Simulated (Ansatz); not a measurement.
Several settings on one geometry of In(PH3)H3 (InPH₆) (that of the charge 0 singlet, B3LYP-D4/def2-TZVP). Ansatz on 4 threads of Arm Neoverse V1 on a shared host; times are rough.

```
atom   x (Å)   y (Å)   z (Å)
 In1  -0.004   0.011  -1.626
  P2  -0.001  -0.002   1.214
  H3   0.691   1.001   1.923
  H4   0.539  -1.113   1.894
  H5  -1.215   0.075   1.925
  H6   1.725  -0.014  -1.771
  H7  -0.848   1.519  -1.783
  H8  -0.887  -1.476  -1.777
```

Totals from different functionals, basis sets or treatments of relativity can't be compared as stabilities.

In the def2 sets In takes a core potential; there is no spin–orbit coupling. LC-ωPBE has ω = 0.4 bohr⁻¹.

Question: Give the basis size and estimate the energy, ⟨S²⟩, dipole and time of these runs.

| run | method | charge | state | further keys |
| --- | --- | --- | --- | --- |
| 1 | RKS LDA (SPW92)/STO-3G | 0 | singlet | forces asked |
| 2 | RKS LC-ωPBE/STO-3G | 0 | singlet | forces asked |
| 3 | RKS LC-ωPBE/def2-TZVP | 0 | singlet | scf: {omitted_lower_state_checks: [starts]} |

Answer: 
```
run  functions  energy (Eh)  ⟨S²⟩  dipole (D)  wall time
  1         42   -6018.9071     –        5.19     0.45 s
  2         42   -6025.2217     –        4.78     0.75 s
  3        123    -534.9941     –           –        1 s
```
